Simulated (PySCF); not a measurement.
This PySCF input asks for the NMR shieldings of `CC(C)(C)[C@H](S)C[SiH2]O`, C6H16OSSi; the geometry comes from GFN2-xTB.

```python
import basis_set_exchange as bse
import numpy as np
from pyscf import gto, dft
from pyscf.prop import nmr

atoms = """
C    -1.171599    0.717868   -1.461264
C    -1.174693    0.174462   -0.031324
C    -1.787620   -1.231589   -0.025535
C    -2.048418    1.073419    0.850694
C     0.253037    0.104286    0.561365
S     0.948881    1.786501    0.851770
C     1.261371   -0.725873   -0.221223
Si    2.888070   -1.090750    0.719699
O     3.725541    0.253251    1.054748
H    -2.190381    0.762412   -1.839030
H    -0.757669    1.723835   -1.494983
H    -0.593655    0.078037   -2.124300
H    -1.283849   -1.892713   -0.725835
H    -1.731981   -1.671960    0.967758
H    -2.834195   -1.175298   -0.316107
H    -1.683660    2.097636    0.848481
H    -3.072511    1.075627    0.484468
H    -2.050850    0.713983    1.878129
H     0.165600   -0.289110    1.579492
H     1.268256    2.035096   -0.417859
H     0.801039   -1.679364   -0.477264
H     1.483503   -0.226287   -1.166949
H     3.785806   -1.838667   -0.148480
H     2.521800   -1.802035    1.948303
H     3.267241    1.051379    1.327093
"""
names = dict.fromkeys(["C", "S", "Si", "O", "H"], "pcSseg-1")
basis = {el: gto.basis.parse(bse.get_basis(n, elements=[el], fmt="nwchem")) for el, n in names.items()}
mol = gto.M(atom=atoms, basis=basis, charge=0, verbose=0)
mf = dft.RKS(mol, xc="PBE0")
mf.grids.level = 2
mf.grids.alignment = dft.numint.BLKSIZE   # the property module wants whole blocks of grid points
mf.conv_tol = 1e-9
mf.kernel()

calc = nmr.RKS(mf)   # GIAO
C = mf.mo_coeff
Co = C[:, mf.mo_occ > 0]
resp = mf.gen_response(singlet=True, hermi=2)
def vind(x):   # induced exchange potential for any number of trial vectors
    d = np.einsum("pi,xij,qj->xpq", C, 2 * x.reshape(-1, C.shape[1], Co.shape[1]), Co, optimize=True)
    return np.einsum("xpq,pi,qj->xij", resp(d - d.transpose(0, 2, 1)), C, Co, optimize=True).ravel()
mo1, _ = nmr.rhf.solve_mo1(calc, with_cphf=vind)
sigma = calc.kernel(mo1)
for i, s in enumerate(sigma):   # ppm
    print("%2d %-2s %9.2f" % (i, mol.atom_pure_symbol(i), np.trace(s) / 3))
```

Q: What are the results?

A: 
```
 0 C     165.49
 1 C     148.67
 2 C     156.68
 3 C     154.08
 4 C     128.83
 5 S     554.98
 6 C     161.57
 7 Si    368.17
 8 O     297.87
 9 H      31.02
10 H      30.62
11 H      30.79
12 H      30.46
13 H      30.97
14 H      30.62
15 H      29.33
16 H      30.93
17 H      30.97
18 H      29.25
19 H      30.27
20 H      30.81
21 H      30.91
22 H      26.74
23 H      26.54
24 H      28.72
```

These numbers come from an equivalent density-fitted implementation of the same equations, which agrees with the script to about 0.01 ppm for H and up to a few tenths of a ppm for heavy atoms, so last digits may differ.

Q: Turn these shieldings into chemical shifts. Referencing at the same level of theory: $^{13}$C (σref 186.93) and $^{29}$Si (σref 349.16) and $^{1}$H (σref 31.72) vs TMS; CS2 for $^{33}$S (σref 503.73); H2O for $^{17}$O (σref 336.08).

A: Averaging equivalent atoms: C 4: 58.1; C 1: 38.3; C 0/2/3: 28.2; C 6: 25.4; S 5: -51; Si 7: -19.0; O 8: 38.2; H 23: 5.18; H 22: 4.97; H 24: 3.00; H 18: 2.47; H 19: 1.45; H 9/10/11/12/13/14/15/16/17: 1.08; H 20: 0.90; H 21: 0.81 ppm. Experimental scales use liquid or dissolved standards, which lie at an offset from isolated H2O (liquid H2O: subtract about 36 ppm).

Size and cost of the density-fitted run: 247 basis functions, 60 s wall time on 1 thread of an Arm Neoverse V1, shared host; peak memory 1.2 GiB.
